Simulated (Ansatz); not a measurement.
`CB(O)F` + NH₃ → `CB(N)O` + H–F at 700 K and 1 bar (ligand exchange at a B–F bond).

Isolated molecules relaxed with PBE0-D4/def2-TZVP in Ansatz; ΔE leaves out vibrations. CCSD(T)/CBS adds triple-zeta CCSD(T) − MP2 to the extrapolated MP2 energy (def2 sets, frozen cores). This one scheme is used for every species. One conformer a species, not always the lowest.

| species | CCSD(T)/CBS energy (Eh) | H − E (kJ/mol) | S (J/(mol·K)) |
| --- | --- | --- | --- |
| `CB(O)F` | -240.35473 | 209.9 | 377.9 |
| NH₃ | -56.50880 | 116.9 | 226.5 |
| `CB(N)O` | -196.45123 | 284.2 | 402.9 |
| H–F | -100.39570 | 45.2 | 198.5 |

H − E and S are ideal-gas, rigid-rotor, harmonic terms from PBE0-D4/def2-TZVP, for one conformer and one mirror image of each species. 1 Eh = 2625.50 kJ/mol, R = 8.31446 J/(mol·K).

By hand: ΔE, ΔH, ΔS and ΔG.

ΔE = (-196.45123) + (-100.39570) − (-240.35473) − (-56.50880) = 0.01660 Eh = 43.6 kJ/mol. Δ(H − E) = 284.2 + 45.2 − 209.9 − 116.9 = 2.6, so ΔH = 46.2 kJ/mol. ΔS = 402.9 + 198.5 − 377.9 − 226.5 = -3.0 J/(mol·K). ΔG = 46.2 − 700 × (-3.0)/1000 = 48.3 kJ/mol.

By hand: the equilibrium constant, and the temperature at which ΔG would vanish if ΔH and ΔS stayed fixed.

log₁₀ K = −ΔG/(RT ln 10) = -3.6. ΔH and −TΔS have one sign here, so there is no such temperature. One of them is within its doubt of zero, so this could turn.

The number of gas molecules stays the same, so ΔS is small and ΔH decides. A doubt of 5 kJ/mol in ΔE shifts log₁₀ K by 0.4 here. Other conformers and mirror images would add mixing entropy, several J/(mol·K) or more a flexible species. These are equilibria of isolated gas molecules and say nothing of rates. Largest T1 diagnostic: 0.012 (customary marks: 0.02 for closed shells, 0.045 for open ones).
